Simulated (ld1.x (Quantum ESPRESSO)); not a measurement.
**B: variants of one TM potential**

Base potential:

* Element: B
* Generator: ld1.x (Quantum ESPRESSO) 7.5
* Type: norm-conserving Troullier–Martins (Kleinman–Bylander form)
* Functional: PW91
* Relativity: non-relativistic
* Frozen core: [He]
* Valence charge: 3
* Reference configuration: 2s2 2p0.5 (charge +0.5)
* Partial waves: 2s (bound): rc 1.10 bohr; 2p (bound): rc 2.30 bohr; 3d channel at 0.5 Ry: rc 2.35 bohr
* Local potential: the d channel
* Core correction: Bessel-smoothed model core, default radius (core density twice the valence density)

All-electron outer shells of the reference configuration (PW91, non-relativistic, ld1.x):

```json
{"shell": "2s", "level (eV)": "-14.17", "outermost node (bohr)": "0.46", "outermost maximum (bohr)": "1.48"}
{"shell": "2p", "level (eV)": "-8.14", "outermost node (bohr)": "–", "outermost maximum (bohr)": "1.48"}
```

Cutoffs, loose and tight: the cutoffs (Ry, on a coarse ladder) from which the occupation-weighted sum of valence levels, in a spherical-Bessel basis at the reference potential, stays within 10 and 1 mRy of its value at 400 Ry. They do not see the model core or the augmentation charge, which bear on the density cutoff. Test errors are all-electron minus pseudo excitation energies from the reference, over the configurations 2s2 2p1; 2s2 2p0; 2s1 2p0; 2s0 2p3; 2s2 2p1.3; 2s1 2p2; 2s1 2p1. A dash means not determined; rows that change the core or the reference have their own tests.

The default core radius of the base comes out at 0.70 bohr.

```csv
change,outcome,"cutoff, loose","cutoff, tight",bound ghosts,largest test error (meV)
base,generated,21 Ry,70 Ry,none,+74
scalar-relativistic,generated,21 Ry,70 Ry,none,+74
wave 3d channel at 0.5 Ry: rc 2.35 bohr becomes 3d channel at 0.5 Ry: rc 2.30 bohr,generated,21 Ry,70 Ry,none,+74
functional BLYP,generated,21 Ry,70 Ry,none,+76
core correction Bessel-smoothed model core inside 1.24 bohr,generated,21 Ry,70 Ry,none,+81
wave 3d channel at 0.5 Ry: rc 2.35 bohr becomes 3d channel at 0.6 Ry: rc 2.35 bohr,generated,21 Ry,70 Ry,none,+74
```

Question: What comes out with this change to the base: wave 2p (bound): rc 2.30 bohr becomes 2p (bound): rc 2.60 bohr?

Answer: outcome: generated; cutoff, loose: 21 Ry; cutoff, tight: 70 Ry; bound ghosts: none; largest test error (meV): +103.
